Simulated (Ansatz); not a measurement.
Species: C3Si (charge 0, singlet). 
Geometry from a B3LYP-D3(BJ)/def2-TZVP (Ansatz, a first-principles code) optimisation:
```
C
C 1 1.4301
C 2 1.4301 1 61.71
Si 1 1.8380 2 125.63 3 0.00
```
Charge 0, spin multiplicity 1.

Basis-set convergence of Hartree-Fock and CCSD correlation energies (hartree) with Ansatz. Cores are frozen in the correlated levels unless marked. No spin-orbit coupling. Non-relativistic.

The Hartree-Fock reference is unstable (checked in the largest basis), which strains HF and MP2. 

| basis | functions | E(HF) | E(corr, CCSD) |
|---|---|---|---|
| aug-cc-pV(D+d)Z | 101 | -402.32393 | -0.45921 |
| aug-cc-pV(T+d)Z | 193 | … | … |

### Question
Some entries are withheld; supply them.

### Answer

- aug-cc-pV(T+d)Z, E(HF): -402.35369
- aug-cc-pV(T+d)Z, E(corr, CCSD): -0.53280
